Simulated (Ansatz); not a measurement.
Reaction (ligand exchange at the Si–C bond): `C[SiH2]C(F)BF` + dimethylamine → `C[SiH2]N(C)C` + `FBCF`

Program: Ansatz. Geometries: PBE0-D4/def2-TZVP. ΔE: electronic, gas phase. CCSD(T)/CBS is the MP2 limit (def2-TZVPP, def2-QZVPP) plus CCSD(T) − MP2 in def2-TZVPP, frozen cores. DFT in def2-TZVPP. B3LYP here is the variant with VWN-RPA as its local correlation; programs differ in this. Each species was taken in one conformer, which may not be the lowest.

| level | ΔE (kJ/mol) |
| --- | --- |
| B3LYP-D4 | -53.4 |
| MP2/CBS(def2) | -58.3 |

Problem. What does CCSD(T)/CBS give? (An estimate is asked.)

Solution. Ansatz gave: -53.4 kJ/mol. The listed levels differ from it by 0.0, -4.9 kJ/mol.

Largest T1 diagnostic among the species: 0.012.

The D4 term adds −4.0 kJ/mol with B3LYP and −2.2 kJ/mol with PBE0; it sums over pairs of atoms, weighted by their polarisabilities, and B3LYP, whose exchange is more repulsive, gets the larger term. From PBE to PBE0 (25 % exact exchange), in def2-TZVPP and without D4, ΔE moves by −4.7 kJ/mol.
